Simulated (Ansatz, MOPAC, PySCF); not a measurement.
Species: CHO, net charge 0, doublet state. SMILES: [CH][O]
Geometry: optimised at B3LYP-D3(BJ)/def2-TZVP (Ansatz, a quantum-chemistry and plane-wave program).

Wanted: enthalpy of formation at 298 K, in kcal/mol. Terms: 6-31G* and kin with 6d, 5d where marked; no spin-orbit coupling; 6-311+G** with 5d; open shells spin-unrestricted; frozen cores in correlated levels; no dispersion term unless named; non-relativistic. CBS marks a two-point X^-3 extrapolation of the correlation energy; Hartree-Fock from the larger set. Ab initio and DFT rows: single points at B3LYP-D3(BJ) geometries (Ansatz), with unscaled harmonic terms from B3LYP/6-31G* (Ansatz) at its own minima, enthalpies of formation by atomisation with measured atoms. Semi-empirical rows: MOPAC heats of formation at their own minima for 298 K. A UHF reference is markedly spin-contaminated in at least one set, which strains HF and MP2.

Coupled cluster (Ansatz) is a level with limits of its own, used here on species with T1 under 0.025 (0.045 for open shells) and stable references: CCSD(T)/CBS(aug-cc-pVTZ,aug-cc-pVQZ).

Value to compare with, CCSD(T)/CBS(aug-cc-pVTZ,aug-cc-pVQZ) (Ansatz): 10.7 kcal/mol.

| level | program | enthalpy of formation at 298 K (kcal/mol) | difference |
|---|---|---|---|
| PM6 | MOPAC | -4.0 | -14.7 |
| HF/STO-3G | Ansatz | 123.9 | 113.2 |
| HF/6-31G* | Ansatz | 110.7 | 100.0 |
| PBE/6-311+G** | Ansatz | -3.6 | -14.3 |
| BLYP/6-31G* | Ansatz | 3.5 | -7.2 |
| BP86/def2-SVP | PySCF | -9.4 | -20.1 |
| B3LYP/6-31G* | Ansatz | 11.0 | 0.3 |
| PBE0/6-311+G** | Ansatz | 11.1 | 0.4 |
| MP2/3-21G | Ansatz | 61.0 | 50.3 |
| B3LYP-D3(BJ)/def2-TZVPD | Ansatz + dftd3 | 8.1 | -2.6 |
| wB97M-V/def2-TZVPD | Ansatz | 9.3 | -1.4 |

Among the 9 habitual levels, HF/STO-3G lies farthest from CCSD(T)/CBS(aug-cc-pVTZ,aug-cc-pVQZ) (Ansatz) (113.2 kcal/mol); 5 of 9 lie above it, and their mean absolute difference is 35.6 kcal/mol, the median 14.7. One case shows no general order.

The levels are drawn from those run, B3LYP/6-31G* more often than the rest, none by its result; left out are runs that failed, that the program found above a lower state of the same kind, or whose <S^2> lies over 0.5 above the pure value.
